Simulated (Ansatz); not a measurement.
**Calibrating wB97M-V/def2-TZVPP on S-containing molecules**

The vertical ionisation energy (cation less neutral) in eV of 7 S-containing molecules: x at wB97M-V/def2-TZVPP, y at CCSD(T)/def2-TZVPP. Shapes, held fixed at every level: PBE0-D4/def2-TZVP. Flexible molecules stand in one conformer, not always the lowest. Programs: Ansatz 0.2.0.

| molecule | x (eV) | y (eV) |
| --- | --- | --- |
| C4H6S3 (1,3-dithiane-2-thione) | 8.20 | 8.18 |
| C6H12S (thiepane) | 8.34 | 8.32 |
| C6H12S (cyclopentylmethylsulfide) | 8.35 | 8.33 |
| C4H10OS (diethyl sulfoxide) | 8.64 | ? |
| C4H10S2 (diethyl disulfide) | 8.69 | 8.70 |
| C3H6S3 (1,3,5-trithiane) | 8.69 | 8.63 |
| C5H8OS (dihydro-2H-thiopyran-3(4H)-one) | 8.75 | 8.70 |

Task: Fit y = c + s·x to the known rows and predict y for C4H10OS.

Result: 
1. Means of the 6 rows: x = 8.5033, y = 8.477.
2. Σ(Δx)² = 0.27273, Σ(Δx·Δy) = 0.26347, so the slope is 0.26347/0.27273 = 0.96605.
3. Intercept: 8.477 − (0.96605) × 8.5033 = 0.262. The largest residual of the fit is 0.043.
4. C4H10OS: 0.262 + 0.96605 × 8.64 = 8.61 eV.

CCSD(T)/def2-TZVPP gives 8.68 eV, so the prediction is off by -0.07 eV, more than the largest residual. Uncorrected, wB97M-V/def2-TZVPP misses C4H10OS by -0.04 eV, and the other rows by 0.03 on average. The line makes this one worse. Left out in turn, the other rows are missed by 0.02 eV on average, so the withheld one doesn't follow the line. Cations run unrestricted.
